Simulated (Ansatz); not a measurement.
Computed with Ansatz on PBE0-D4/def2-TZVP structures; ΔE is electronic, products minus reactants. CCSD(T)/CBS is the MP2 limit (def2-TZVPP, def2-QZVPP) plus CCSD(T) − MP2 in def2-TZVPP, frozen cores. Functionals use def2-TZVPP. B3LYP here is the variant with VWN-RPA as its local correlation; programs differ in this. One conformer a species, not always the lowest.

Consider the cleavage of the Si–Si bond: `[SiH3][SiH]1NCS1` + `C=CNC` → `C=CN(C)[SiH3]` + `C1N[SiH2]S1`.

```csv
level,ΔE (eV)
PBE0,-0.39
B3LYP,-0.49
HF/def2-QZVPP,-0.67
SCS-MP2/def2-QZVPP,-0.71
```

**Question.** What does CCSD(T)/CBS give? (An estimate is asked.)

**Answer.** The calculation gave: -0.60 eV. The listed levels differ from it by 0.21, 0.11, -0.07, -0.11 eV.

Largest T1 diagnostic among the species: 0.012.

From PBE to PBE0 (25 % exact exchange), in def2-TZVPP and without D4, ΔE moves by −0.08 eV. The D4 term adds −0.04 eV with B3LYP and −0.02 eV with PBE0; it sums over pairs of atoms, weighted by their polarisabilities, and B3LYP, whose exchange is more repulsive, gets the larger term.
